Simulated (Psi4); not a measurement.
C2H6N (SMILES [CH2]NC), doublet, at a GFN2-xTB geometry; CCSD(T)/6-31G* in Psi4.

Here is a job for Psi4.
```
memory 2 GB

molecule {
0 2
C     1.20091201   -0.35409013   -0.26035158
N     0.15514093    0.39416532    0.26496238
C    -1.19676442   -0.02448973   -0.00558254
H     1.05672953   -0.73061468   -1.25611142
H     2.18829747   -0.05352778    0.03476338
H     0.30544302    0.67453837    1.22592736
H    -1.48256189   -0.93781616    0.53384176
H    -1.29621216   -0.21507721   -1.07354631
H    -1.88256807    0.77481933    0.27599336
}

set {
  basis 6-31g*
  reference uhf
  freeze_core true
  mp2_type conv
  scf_type pk
  puream true
  d_convergence 1e-8
}

energy('ccsd(t)')
print_variables()
```

It wrote (shortened):

```
   => Loading Basis Set <=

    Name: 6-31G*
    Role: ORBITAL
    Keyword: BASIS

         ---------------------------------------------------------
                                   SCF
               by Justin Turney, Rob Parrish, Andy Simmonett
                          and Daniel G. A. Smith
                              UHF Reference
         ---------------------------------------------------------

  ==> Geometry <==

    Molecular point group: c1
    Full point group: C1

    Geometry (in Angstrom), charge = 0, multiplicity = 2:

       Center              X                  Y                   Z               Mass
    ------------   -----------------  -----------------  -----------------  -----------------
         C            1.175880098804    -0.365102010418    -0.266206713907    12.000000000000
         N            0.130109018804     0.383153439582     0.259107246093    14.003074004430
         C           -1.221796331196    -0.035501610418    -0.011437673907    12.000000000000
         H            1.031697618804    -0.741626560418    -1.261966553907     1.007825032230
         H            2.163265558804    -0.064539660418     0.028908246093     1.007825032230
         H            0.280411108804     0.663526489582     1.220072226093     1.007825032230
         H           -1.507593801196    -0.948828040418     0.527986626093     1.007825032230
         H           -1.321244071196    -0.226089090418    -1.079401443907     1.007825032230
         H           -1.907599981196     0.763807449582     0.270138226093     1.007825032230

  Running in c1 symmetry.

  Rotational constants: A =      1.43408  B =      0.32880  C =      0.28609 [cm^-1]
  Rotational constants: A =  42992.76520  B =   9857.15954  C =   8576.71496 [MHz]
  Nuclear repulsion =   78.054588496435670

  Charge       = 0
  Multiplicity = 2
  Electrons    = 25
  Nalpha       = 13
  Nbeta        = 12

  ==> Algorithm <==

  SCF Algorithm Type is PK.
  DIIS enabled.
  MOM disabled.
  Fractional occupation disabled.
  Guess Type is SAD.
  Energy threshold   = 1.00e-08
  Density threshold  = 1.00e-08
  Integral threshold = 1.00e-12

  ==> Primary Basis <==

  Basis Set: 6-31G*
    Blend: 6-31G*
    Number of shells: 30
    Number of basis functions: 54
    Number of Cartesian functions: 57
    Spherical Harmonics?: true
    Max angular momentum: 2

  ==> Integral Setup <==

  Using in-core PK algorithm.
   Calculation information:
      Number of atoms:                   9
      Number of AO shells:              30
      Number of primitives:             69
      Number of atomic orbitals:        57
      Number of basis functions:        54

      Integral cutoff                 1.00e-12
      Number of threads:                 1

  Performing in-core PK
  Using 2206710 doubles for integral storage.
  We computed 107452 shell quartets total.
  Whereas there are 108345 unique shell quartets.

  ==> DiskJK: Disk-Based J/K Matrices <==

    J tasked:                  Yes
    K tasked:                  Yes
    wK tasked:                  No
    Schwarz Cutoff:          1E-12

  Minimum eigenvalue in the overlap matrix is 1.0264612797E-02.
  Reciprocal condition number of the overlap matrix is 2.1141858559E-03.
    Using symmetric orthogonalization.

  ==> Pre-Iterations <==

  SCF Guess: Superposition of Atomic Densities via on-the-fly atomic UHF (no occupation information).

   -------------------------
    Irrep   Nso     Nmo
   -------------------------
     A         54      54
   -------------------------
    Total      54      54
   -------------------------

  ==> Iterations <==

                        Total Energy        Delta E     RMS |[F,P]|

   @UHF iter SAD:  -132.91511617151093   -1.32915e+02   0.00000e+00
   @UHF iter   1:  -133.53947847749905   -6.24362e-01   5.81373e-03 DIIS/ADIIS
   @UHF iter   2:  -133.60243383806818   -6.29554e-02   2.19030e-03 DIIS/ADIIS
   @UHF iter   3:  -133.61101643108213   -8.58259e-03   7.68750e-04 DIIS/ADIIS
   @UHF iter   4:  -133.61299488946156   -1.97846e-03   2.92610e-04 DIIS/ADIIS
   @UHF iter   5:  -133.61345261775227   -4.57728e-04   2.00521e-04 DIIS/ADIIS
   @UHF iter   6:  -133.61374010510258   -2.87487e-04   7.45748e-05 DIIS
   @UHF iter   7:  -133.61378672087628   -4.66158e-05   2.65946e-05 DIIS
   @UHF iter   8:  -133.61379086708072   -4.14620e-06   1.05900e-05 DIIS
   @UHF iter   9:  -133.61379152649201   -6.59411e-07   3.29073e-06 DIIS
   @UHF iter  10:  -133.61379158673967   -6.02477e-08   1.23869e-06 DIIS
   @UHF iter  11:  -133.61379159424874   -7.50907e-09   5.11382e-07 DIIS
   @UHF iter  12:  -133.61379159544833   -1.19960e-09   2.06041e-07 DIIS
   @UHF iter  13:  -133.61379159572115   -2.72820e-10   7.43337e-08 DIIS
   @UHF iter  14:  -133.61379159575762   -3.64651e-11   2.31124e-08 DIIS
   @UHF iter  15:  -133.61379159576083   -3.21165e-12   8.58508e-09 DIIS
  Energy and wave function converged.

  ==> Post-Iterations <==

   @Spin Contamination Metric:   1.016626544E-02
   @S^2 Expected:                7.500000000E-01
   @S^2 Observed:                7.601662654E-01
   @S   Expected:                5.000000000E-01
   @S   Observed:                5.000000000E-01

    Orbital Energies [Eh]
    ---------------------

    Alpha Occupied:

[...]
      13A     -0.281866

    Alpha Virtual:

[...]
    Beta Occupied:

[...]
    Beta Virtual:

[...]
    Final Occupation by Irrep:
              A
    DOCC [    12 ]
    SOCC [     1 ]
    NA   [    13 ]
    NB   [    12 ]

  @UHF Final Energy:  -133.61379159576083

   => Energetics <=

    Nuclear Repulsion Energy =             78.0545884964356702
    One-Electron Energy =                -334.3727829204178761
    Two-Electron Energy =                 122.7044028282213901
    Total Energy =                       -133.6137915957608300

  UHF NO Occupations:
  HONO-2 :   11  A 1.9986926
  HONO-1 :   12  A 1.9972618
  HONO-0 :   13  A 1.0000000
  LUNO+0 :   14  A 0.0027382
  LUNO+1 :   15  A 0.0013074
[...]
     2        -0.436887650841057    2.437e-02    0.015004    0.000000    0.000000    0.000000
     3        -0.439141709654074    1.304e-02    0.017976    0.000000    0.000000    0.000000
     4        -0.439128031977075    6.085e-03    0.020125    0.000000    0.000000    0.000000
     5        -0.439136558526463    2.522e-03    0.021145    0.000000    0.000000    0.000000
     6        -0.439123812655722    7.018e-04    0.021386    0.000000    0.000000    0.000000
     7        -0.439120332365032    2.117e-04    0.021412    0.000000    0.000000    0.000000
     8        -0.439120969177610    7.912e-05    0.021430    0.000000    0.000000    0.000000
     9        -0.439119813353214    2.556e-05    0.021430    0.000000    0.000000    0.000000
    10        -0.439120159961103    9.827e-06    0.021430    0.000000    0.000000    0.000000
    11        -0.439120248441747    3.146e-06    0.021431    0.000000    0.000000    0.000000
    12        -0.439120360768779    1.294e-06    0.021431    0.000000    0.000000    0.000000
    13        -0.439120388737574    5.990e-07    0.021431    0.000000    0.000000    0.000000
    14        -0.439120373158240    2.603e-07    0.021431    0.000000    0.000000    0.000000
    15        -0.439120367634638    1.036e-07    0.021431    0.000000    0.000000    0.000000
    16        -0.439120366890254    4.105e-08    0.021431    0.000000    0.000000    0.000000

    Iterations converged.

    Largest TIA Amplitudes:
              9   4        -0.0112259327
              9   3        -0.0092013007
              4  16         0.0061535492
              4   4        -0.0054983942
              6  17        -0.0054811266
              7  19        -0.0050877056
              5   4         0.0050567369
              2   2        -0.0043279845
              6  15        -0.0042162577
              8   4        -0.0040912455

    Largest Tia Amplitudes:
              8   0         0.0727029250
              8  13         0.0213329157
              5   0         0.0122281558
              8   3        -0.0115876089
              8   5         0.0082077614
              5   5         0.0079940750
              7  18         0.0065499358
              5  19        -0.0060669631
              7   6        -0.0058652349
              6   0        -0.0058228719

    Largest TIJAB Amplitudes:
      8   6  11   5         0.0062380426
      8   6   9   8         0.0059539050
      7   6  10   9        -0.0057075539
      5   4  10   4        -0.0053949220
      8   3   8   5         0.0053331105
      9   3  11   5        -0.0053196060
      6   5   9   4         0.0052704769
      9   4  12  11         0.0050876457
      9   6  11   8         0.0049822165
      9   5  12  11         0.0049665289

    Largest Tijab Amplitudes:
      8   4   8   0        -0.0123629345
      8   3   7   0        -0.0104853989
      8   6   8   0         0.0101364225
      8   4  12   0        -0.0094526149
      8   7   9   0        -0.0083923987
      8   5   5   0        -0.0077312697
      8   6  12   0         0.0076250854
      5   4   8   0        -0.0074939427
      6   5   9   5         0.0074377263
      8   5   8   0        -0.0073296150

    Largest TIjAb Amplitudes:
      4   8   7   0         0.0152446345
      3   8   6   0         0.0150523828
      9   2   2   0        -0.0140545723
      3   3   6   7        -0.0139934085
      6   6   3   4        -0.0136872005
      8   8   4   5        -0.0133828131
      5   5   4   5        -0.0131778097
      3   3   0   1        -0.0130750745
      8   5   4   5         0.0127264839
      7   6   1   2        -0.0125736457

    SCF energy       (wfn)                    = -133.613791595760830
    Reference energy (file100)                = -133.613791595760318

    Opposite-spin MP2 correlation energy      =   -0.303380605324961
    Same-spin MP2 correlation energy          =   -0.096402479764033
    Singles MP2 correlation energy            =   -0.000000000000000
    MP2 correlation energy                    =   -0.399783085088994
      * MP2 total energy                      = -134.013574680849302

    Opposite-spin CCSD correlation energy     =   -0.349219265954813
    Same-spin CCSD correlation energy         =   -0.089901100935442
    Singles CCSD correlation energy           =    0.000000000000000
    CCSD correlation energy                   =   -0.439120366890254
      * CCSD total energy                     = -134.052911962650569

            **************************
            *                        *
            *        CCTRIPLES       *
            *                        *
            **************************

    Wave function   =    CCSD_T
    Reference wfn   =      UHF

    Nuclear Rep. energy (wfn)                =   78.054588496435670
    SCF energy          (wfn)                = -133.613791595760830
    Reference energy    (file100)            = -133.613791595760318
    CCSD energy         (file100)            =   -0.439120366890254
    Total CCSD energy   (file100)            = -134.052911962650569

    Number of ijk index combinations:
    Spin Case AAA:                                 120
    Spin Case BBB:                                  84
    Spin Case AAB:                                 405
    Spin Case ABB:                                 360
    AAA (T) energy                             =   -0.000247156871780
    BBB (T) energy                             =   -0.000265521524436
    AAB (T) energy                             =   -0.005356157361065
    ABB (T) energy                             =   -0.004975623118800
    (T) energy                                   =   -0.010844458876081
      * CCSD(T) total energy                     = -134.063756421526648

  Variable Map:
  ----------------------------------------------------------------------------
[...]
  Array Variable Map:
  ----------------------------------------------------------------------------
[...]
[...]
```
